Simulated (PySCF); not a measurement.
ZrI₄, SMILES [I][Zr]([I])([I])[I], multiplicity 1.

Geometry: PBE0-D3(BJ)/def2-SVP. The multiplicity is an assumed one; no other spin state was optimised. The isomer is the one that the SMILES or the coordinates give; other isomers of the formula were not compared. The def2 effective core potentials stand for the cores of I, Zr; spin–orbit coupling is left out.

Calculation: HF/def2-TZVP (PySCF).

The molecule is in vacuum.

Problem. Estimate the frontier levels, gap, dipole moment and polarisability. (The exact figures need the calculation; the answer reports its results.)

Solution. 
```
Property                                                                                                          Result
---------------------------------------------------------------------------------------------  -------------------------
highest occupied level                                                                                         -10.25 eV
lowest empty level                                                                                               0.19 eV
orbital gap                                                                                                     10.43 eV
dipole moment                                                                                                     0.00 D
quadrupole, principal values (traceless, Buckingham form, about the centre of nuclear charge)       0.00, 0.00, 0.00 D·Å
mean static polarisability                                                                        167.7 bohr³ (24.86 Å³)
polarisability, principal values                                                               167.7, 167.7, 167.7 bohr³
```
